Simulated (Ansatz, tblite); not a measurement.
Cost and result up the ladder for the cluster TiS2⁻ (3 atoms). Total charge -1; doublet. Geometry: PBE-D4/def2-TZVPD.

```xyz
3

Ti    0.042    0.400   -0.616
S    -0.981   -1.482   -0.590
S     0.939    1.082    1.206
```

Ansatz on 4 threads of Arm Neoverse V2 on a shared host; xTB runs through tblite on one thread. Times are rough, summed over both states, and most runs start from the orbitals of an earlier one. ωB97M-V/def2-TZVPD serves as the yardstick here, not as an exact answer. The other state is a quartet at its own geometry.

The xTB rows come from tblite. HSE06 is defined as in plane-wave codes, on full-range PBE exchange. Correlated methods freeze 15 core orbitals; core or outer-core shells of Ti are correlated, in sets that lack core-valence functions. In CCSD on the charge -1 doublet the largest single amplitude is 0.28, so its Hartree–Fock determinant may place the open shell otherwise than the density functionals do. The structure comes from a short search, and lower isomers may exist.

Run but left out: HF/STO-3G, HF/def2-TZVPD, HF/def2-TZVPPD, MP2/def2-TZVPD, MP2/def2-TZVPPD (doublet: a determinant that CCSD turns far, T1 0.083).

Correlated methods converge slowly with the basis.

xTB has no spin-polarisation term.

```json
{"level": "HSE06-D4/def2-TZVPD (with forces)", "functions": "140", "quartet − doublet (eV)": "1.45", "difference from ωB97M-V/def2-TZVPD (eV)": "-0.18", "remarks": "–"}
{"level": "GFN1-xTB", "functions": "27", "quartet − doublet (eV)": "1.73", "difference from ωB97M-V/def2-TZVPD (eV)": "0.10", "remarks": "–"}
{"level": "CCSD(T)/def2-TZVPPD", "functions": "169", "quartet − doublet (eV)": "1.69", "difference from ωB97M-V/def2-TZVPD (eV)": "0.06", "remarks": "large T1 (0.056) (quartet), large T1 (0.083) (doublet)"}
{"level": "r2SCANh-D4/def2-TZVPD", "functions": "140", "quartet − doublet (eV)": "1.43", "difference from ωB97M-V/def2-TZVPD (eV)": "-0.20", "remarks": "–"}
{"level": "ωB97M-V/def2-TZVPD", "functions": "140", "quartet − doublet (eV)": "1.63", "difference from ωB97M-V/def2-TZVPD (eV)": "0.00", "remarks": "–"}
{"level": "r2SCAN-D4/def2-TZVPD", "functions": "140", "quartet − doublet (eV)": "1.48", "difference from ωB97M-V/def2-TZVPD (eV)": "-0.14", "remarks": "HOMO above zero (quartet)"}
{"level": "PBE0-D4/def2-TZVPD", "functions": "140", "quartet − doublet (eV)": "1.45", "difference from ωB97M-V/def2-TZVPD (eV)": "-0.17", "remarks": "–"}
{"level": "GFN2-xTB", "functions": "27", "quartet − doublet (eV)": "1.60", "difference from ωB97M-V/def2-TZVPD (eV)": "-0.02", "remarks": "–"}
{"level": "LDA (SPW92)/def2-TZVPD", "functions": "140", "quartet − doublet (eV)": "1.93", "difference from ωB97M-V/def2-TZVPD (eV)": "0.30", "remarks": "HOMO above zero (doublet), HOMO above zero (quartet)"}
```

Q: Estimate how long each takes.

A: GFN1-xTB 0.006 s; GFN2-xTB 0.006 s; LDA (SPW92)/def2-TZVPD 8.8 s; HSE06-D4/def2-TZVPD (with forces) 18 s; PBE0-D4/def2-TZVPD 40 s; r2SCAN-D4/def2-TZVPD 53 s; CCSD(T)/def2-TZVPPD 69 s; r2SCANh-D4/def2-TZVPD 93 s; ωB97M-V/def2-TZVPD 2.5 min. On shared hardware such times vary by a factor of up to 3.
